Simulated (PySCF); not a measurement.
Molecule: SMILES CNN(C)C1CC1, C5H12N2.

Bonds (- single, = double, # triple, : aromatic): C1-N2, N2-N3, N3-C4, N3-C5, C5-C6, C6-C7, C7-C5. C1 carries H8, H9, H10; N2 carries H11; C4 carries H12, H13, H14; C5 carries H15; C6 carries H16, H17; C7 carries H18, H19. H16, H19 are cis to N3 on the ring; H17, H18 are trans to N3 on the ring.

Frames of a GFN2-xTB Langevin trajectory at 400 K; GIAO PBE0/pcSseg-1 shieldings in PySCF 2.14, gas phase, non-relativistic; equivalent atoms averaged within each frame.

Referencing at the same level of theory: TMS for ¹³C (σref 186.93), ¹H (σref 31.72); ¹⁵N (σref 267.73) vs NH3. The references are static minima.

Q: How do the shifts (ppm) fluctuate along the trajectory?

A: 
```tsv
time (fs)	C4	C5	C1	C6/C7	N3	N2	H12/H13/H14	H8/H9/H10	H11	H17/H18
optimised geometry	48.9	40.9	40.0	7.8	112.5	117.3	2.54	2.89	1.47	0.44
250	54.1	49.7	40.3	13.1	120.4	100.7	3.16	2.78	2.11	1.69
425	50.0	41.3	41.9	9.7	111.0	112.1	2.61	3.51	1.19	0.79
625	50.9	44.0	42.0	8.0	107.6	129.5	4.35	2.34	1.75	-0.19
800	57.6	52.2	41.0	10.2	110.9	129.8	4.26	2.74	2.68	1.62
1000	46.7	47.8	45.3	5.3	103.3	114.5	2.25	3.07	1.38	-0.39
mean of frames	51.9	47.0	42.1	9.3	110.6	117.3	3.33	2.89	1.82	0.70
standard deviation	4.1	4.4	1.9	2.9	6.3	12.4	0.95	0.43	0.60	0.98
```

5 frames give an uncertainty of the mean of about the standard deviation over 2.2 at best, since frames this close in time may not be independent; classical motion lacks zero-point vibration, and the reference would need the same averaging.
